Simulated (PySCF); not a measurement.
# Correlation energy of Pm²⁺ (promethium, charge +2)

[Xe] 4f4 5d1, one real determinant (an excited configuration). Computed with PySCF 2.14 in x2c-TZVPPall with one added diffuse shell each of s, p, d, f type (12s8p8d5f2g, 129 functions), with scalar relativity by spin-free X2C-1e. Frozen: [Ar] 3d10; 31 electrons correlated.

MP2 pair energies summed by pair of shells (mhartree):

| pair | energy | share (%) |
| --- | --- | --- |
| 4d-4d | -223.48 | 22.5 |
| 4d-4f | -159.19 | 16.0 |
| 4d-5p | -110.01 | 11.1 |
| 5p-5p | -109.18 | 11.0 |
| 4f-5p | -78.20 | 7.9 |
| 4p-4d | -56.05 | 5.6 |
| 5s-5p | -33.21 | 3.3 |
| 4f-4f | -31.90 | 3.2 |
| 4d-5s | -30.56 | 3.1 |
| 5p-5d | -28.55 | 2.9 |
| 4s-4d | -18.72 | 1.9 |
| 4f-5s | -18.07 | 1.8 |
| 4p-4f | -17.84 | 1.8 |
| 4p-4p | -17.75 | 1.8 |
| 4p-5p | -11.76 | 1.2 |
| 4d-5d | -7.87 | 0.8 |
| 4f-5d | -7.75 | 0.8 |
| 4p-5s | -6.44 | 0.6 |
| 5s-5s | -6.03 | 0.6 |
| 4s-4f | -5.93 | 0.6 |
| 4s-4p | -5.78 | 0.6 |
| 5s-5d | -3.91 | 0.4 |
| 4s-4s | -2.00 | 0.2 |
| 4s-5p | -1.27 | 0.1 |
| 4s-5s | -1.02 | 0.1 |
| 4p-5d | -0.60 | 0.1 |
| 4s-5d | -0.15 | 0.0 |

Total MP2 correlation energy: -993.21 mhartree.

Same-spin part -370.19 and opposite-spin part -623.02 mhartree; SCS-MP2 scales them by 1/3 and 6/5 to -871.02 mhartree.

The reference is one real determinant that mixes LS terms of this configuration.

This basis was not built for core-valence correlation, so the inner-shell part is incomplete.
